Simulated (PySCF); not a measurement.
# Electron correlation in N(2+) (nitrogen, charge +2)

[He] 2s1 2p2, high-spin 4P determinant (an excited configuration). All numbers are calculated (PySCF 2.14, no relativity, point nucleus, in aug-cc-pVTZ with one added diffuse shell each of s, p, d, f type (6s5p4d3f, 62 functions)). Frozen: 1s2; 3 electrons correlated.

| level | correlation energy (mhartree) |
| --- | --- |
| CCSD | -15.61 |
| (T) | -0.03 |
| CCSD(T) | -15.64 |

Diagnostics: T1 = 0.0010, D1 = 0.0017, largest double amplitude 0.017.

Cost of the coupled-cluster step: of the order of 5 core-seconds, for 3 correlated electrons.
